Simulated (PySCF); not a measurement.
C₅H₇F, SMILES F/C=C\C1CC1. Atoms are numbered in the order given.

```xyz
13

F      0.7241     2.2497     0.0000
C     -0.5185     1.7350     0.0000
C     -0.7441     0.4211     0.0000
C      0.3021    -0.6211     0.0000
C      0.0757    -1.9194     0.7501
C      0.0757    -1.9194    -0.7501
H     -1.2924     2.5069     0.0000
H     -1.7910     0.1018     0.0000
H      1.3236    -0.2327     0.0000
H      0.9292    -2.3567     1.2752
H     -0.8800    -2.0435     1.2678
H     -0.8800    -2.0435    -1.2678
H      0.9292    -2.3567    -1.2752
```

Geometry: B3LYP-D3(BJ)/def2-SVP. The structure was generated by enumeration; whether it is a known compound was not checked. The values are those of a single conformer.

Calculation: PySCF with PBE/pcSseg-1.

GIAO shieldings, no solvent; atoms listed in one row are averaged. δ = σ(ref) − σ: ¹⁹F against CFCl3 (σ = 133.6 ppm); ¹³C against TMS (σ = 182.0 ppm); ¹H against TMS (σ = 31.49 ppm), references at their B3LYP-D3(BJ)/def2-TZVP geometries, non-relativistic.

Computed chemical shifts:
```json
[
 {"nucleus": "¹⁹F", "atoms": "F1", "count": "1", "δ (ppm)": "-144.5"},
 {"nucleus": "¹³C", "atoms": "C2", "count": "1", "δ (ppm)": "158.6"},
 {"nucleus": "¹³C", "atoms": "C3", "count": "1", "δ (ppm)": "123.3"},
 {"nucleus": "¹³C", "atoms": "C4", "count": "1", "δ (ppm)": "13.3"},
 {"nucleus": "¹³C", "atoms": "C5, C6", "count": "2", "δ (ppm)": "13.0"},
 {"nucleus": "¹H", "atoms": "H7", "count": "1", "δ (ppm)": "7.15"},
 {"nucleus": "¹H", "atoms": "H8", "count": "1", "δ (ppm)": "4.25"},
 {"nucleus": "¹H", "atoms": "H9", "count": "1", "δ (ppm)": "2.11"},
 {"nucleus": "¹H", "atoms": "H10, H13", "count": "2", "δ (ppm)": "1.14"},
 {"nucleus": "¹H", "atoms": "H11, H12", "count": "2", "δ (ppm)": "0.58"}
]
```
